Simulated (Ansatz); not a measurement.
C2H7ClSSi (`C[SiH](S)CCl`), relaxed with RKS PBE-D4/def2-SVP in Ansatz from a rough embedded geometry. The force threshold is 0.03 eV/Å; the program also tests the step.

Charge 0, multiplicity 1.

Start:

```xyz
12

C    -1.447   -0.740   -0.592
Si   -0.047   -0.241    0.404
S    -0.729    1.287    1.724
C     1.349    0.450   -0.564
Cl    2.770    0.750    0.408
H    -2.332   -1.107   -0.034
H    -1.205   -1.532   -1.310
H    -1.869    0.127   -1.219
H     0.346   -1.419    1.257
H     0.433    1.458    2.402
H     1.655   -0.358   -1.358
H     1.077    1.325   -1.117
```

By how much does the energy fall, and how many steps does the optimiser take? (Estimate.)

The calculation gave: 37.87 kJ/mol, in 5 steps.

Which bonds change most? (Estimate.)

Ansatz gave: C1–Si2 from 1.789 to 1.883 Å; Si2–C4 from 1.834 to 1.909 Å; C4–Cl5 from 1.747 to 1.812 Å; C4–H11 from 1.173 to 1.109 Å.

Give the relaxed structure. (An estimate is asked.)

The calculation gave: 
```xyz
12

C    -1.545   -0.728   -0.642
Si   -0.091   -0.294    0.472
S    -0.721    1.251    1.840
C     1.364    0.394   -0.555
Cl    2.713    0.901    0.544
H    -2.388   -1.128   -0.042
H    -1.254   -1.502   -1.381
H    -1.904    0.166   -1.190
H     0.413   -1.513    1.194
H     0.578    1.540    2.152
H     1.772   -0.369   -1.248
H     1.063    1.283   -1.145
```
